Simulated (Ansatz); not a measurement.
The cluster K16⁻, relaxed as a doublet with UKS r2SCAN/def2-SVP in Ansatz, starting from the GFN1-xTB geometry. Force threshold 0.03 eV/Å.

The charge -1 doublet is spin-contaminated (final ⟨S²⟩ up to 2.39, 0.75 for a pure state). The structure comes from a short search, and lower isomers may exist.

Start:

```xyz
16

K    -1.721    3.093    3.378
K    -2.089   -3.725   -0.978
K     2.087   -3.984   -0.670
K    -1.091    2.236   -3.701
K     3.153    2.940   -2.395
K    -1.428   -1.990   -4.615
K     0.159   -0.187    4.659
K    -3.589   -0.605    2.180
K    -4.212   -0.366   -2.071
K    -0.763   -3.811    2.885
K     2.188   -0.875   -3.518
K     0.233    4.345   -0.068
K     3.205   -2.255    3.000
K     2.875    2.268    2.535
K     4.681   -0.317   -0.249
K    -3.688    3.233   -0.373
```

**Question.** Estimate the energy that the relaxation releases and the steps that it takes.

**Answer.** 1.19 eV, in 22 steps; 4.8 min on 2 threads of AMD EPYC 7R13 on a shared host and a share (18 GiB) of an NVIDIA H100 80GB HBM3. The force fell under the threshold at step 15, but the optimiser went on and released 0.139 eV more. No frequencies were taken in this run, so the end may be a saddle point.

**Question.** Does the start keep its bonding and symmetry?

**Answer.** Bonds lost: K1–K14 (atoms count from 1). Bonds formed: K2–K4, K2–K11, K2–K14, K4–K14, K8–K14, K10–K14 (atoms count from 1). Metal–metal contacts that move far: K6–K11 3.94 to 4.74 Å, K13–K15 4.06 to 4.80 Å, K9–K16 4.01 to 4.69 Å, K6–K9 4.11 to 4.78 Å, K2–K9 4.12 to 4.71 Å, K11–K15 4.15 to 4.71 Å.

**Question.** Predict the relaxed structure.

**Answer.** 
```xyz
16

K    -1.932    3.737    3.894
K    -1.364   -2.910   -1.400
K     2.838   -4.247   -0.106
K    -1.109    1.702   -2.815
K     3.362    2.781   -2.484
K    -1.914   -1.638   -5.762
K     0.090    0.055    5.439
K    -3.237   -0.161    1.881
K    -5.081   -0.221   -2.478
K    -0.400   -3.764    3.057
K     2.369   -1.493   -3.740
K     0.130    4.884    0.107
K     3.861   -2.172    3.887
K     1.215    0.301    0.966
K     5.507   -0.607   -0.340
K    -4.335    3.753   -0.106
```
Bond lengths (bridged metal pairs left out): 45 × K–K 4.43 to 4.85 Å.
